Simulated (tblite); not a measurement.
Species: C9H9N.
Structure used (GFN2-xTB), in Å, numbered top down from 1:
```xyz
19
C9H9N angstrom
C      1.5582   -3.9980    0.0778
C      1.2502   -2.7786   -0.3661
C      0.5496   -1.8048    0.4202
C      0.2351   -0.5678   -0.0223
C     -0.4610    0.3800    0.7780
C     -0.8198    1.6451    0.4169
C     -1.5104    2.4120    1.3848
N     -2.0691    3.0200    2.1817
C     -0.5605    2.2734   -0.8637
C     -0.9341    3.5141   -1.1689
H      1.2909   -4.3187    1.0714
H      2.0845   -4.7118   -0.5315
H      1.5301   -2.4805   -1.3688
H      0.2681   -2.0995    1.4234
H      0.5221   -0.2864   -1.0262
H     -0.7281    0.0537    1.7769
H     -0.0315    1.6763   -1.5923
H     -1.4629    4.1371   -0.4665
H     -0.7213    3.9435   -2.1324
```

The geometry is computed with GFN2-xTB (gas phase).

Masses are those of the commonest isotopes; rigid-rotor values at the optimised geometry. The values belong to one conformer with, in the numbering `[CH2:1]=[CH:2]/[CH:3]=[CH:4]/[CH:5]=[C:6](/[C:7]#[N:8])[CH:9]=[CH2:10]`, C1–C2–C3–C4 180°, C3–C4–C5–C6 180°, C5–C6–C9–C10 180°.

(1) What are A, B and C (MHz)?

(2) What kind of rotor is it?

(3) Is it planar, by Δ = Ic − Ia − Ib?

(4) Estimate the classical rotational partition function at 50 K, 200 K and 500 K.

Answers

(1) Ia = 148.14, Ib = 991.70, Ic = 1139.84 u·Å²; 505379 MHz·u·Å²/I gives A = 3411, B = 509.6, C = 443.4 MHz.

(2) A near-prolate asymmetric top; Ray's κ = -0.955.

(3) Planar: Δ = Ic − Ia − Ib = 0.00 u·Å². For a rigid frame Δ = −2 Σ m c², so it vanishes when all atoms lie in the ab plane; here none is more than 0.01 Å from it.

(4) Point group Cs, symmetry number σ = 1; q = (√π/σ)·√((kT/h)³/(ABC)), k/h = 20836.6 MHz/K: 67900 at 50 K, 543000 at 200 K, 2150000 at 500 K.

Its GFN2-xTB frequencies are all real (lowest 53 cm⁻¹). These are rigid-rotor constants of the computed structure; measured ground-state constants (B0) also hold zero-point vibration.
